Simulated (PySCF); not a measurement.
# How methods differ on the excitation energy of Cr²⁺

Cr²⁺ [Ar] 3d4 (5D) → Cr²⁺ [Ar] 3d3 4p1 (high-spin determinant), as a difference of total energies. All numbers are calculated (PySCF 2.14, the spin-free X2C one-electron Hamiltonian (Gaussian nucleus), in x2c-QZVPPall). Correlated levels: valence and next inner shell: [Ne] frozen. The calculations carry no spin-orbit coupling.

| method | excitation energy (eV) |
| --- | --- |
| UHF | 11.046 |
| MP2 (valence and next inner shell) | 11.946 |
| SCS-MP2 (valence and next inner shell) | 11.617 |
| CCSD (valence and next inner shell) | 11.701 |
| CCSD(T) (valence and next inner shell) | 11.706 |

**Question.** How much does correlation contribute at CCSD(T) (valence and next inner shell)?

**Answer.** 11.706 − (11.046) = 0.660 eV, measured against UHF.

The basis was made for the ground configuration and has no added diffuse functions, so the excitation energy can come out too high.

The determinant of the upper state mixes LS terms, which raises its energy above the lowest term, most at the Hartree-Fock and MP2 levels.
